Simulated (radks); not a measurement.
The numbers below are computed, except where a source is named.
Coulomb parameter of the 5d shell of the tantalum ion Ta+ in the model configuration [Xe] 4f14 5d3 6s1, as a second difference U = [E(n + 0.5) + E(n - 0.5) - 2 E(n)] / (0.5)^2 with all orbitals relaxed. "Bare": the charge of the atom changes with n. "Screened": the 6s shell takes up the change at fixed total charge, which measures U(5d,5d) + U(6s,6s) - 2 U(5d,6s). Level of theory: Dirac Kohn-Sham, PBE, spin-unpolarised, spherical densities, finite nucleus; open shells are shared between the two j in proportion to 2j + 1; Fermi nuclear charge, rms radius 5.3507 fm (a radial shooting solver on a logarithmic mesh with Libxc functionals).

start: configuration [Xe] 4f14 5d3 6s1; E - E(n) (eV) 0.000
bare +0.5: configuration [Xe] 4f14 5d3.5 6s1; E - E(n) (eV) -4.173
bare -0.5: configuration [Xe] 4f14 5d2.5 6s1; E - E(n) (eV) 6.396
screened +0.5: configuration [Xe] 4f14 5d3.5 6s0.5; E - E(n) (eV) 0.641
screened -0.5: configuration [Xe] 4f14 5d2.5 6s1.5; E - E(n) (eV) -0.480

U(bare) = 8.893 eV, U(screened by 6s) = 0.645 eV.
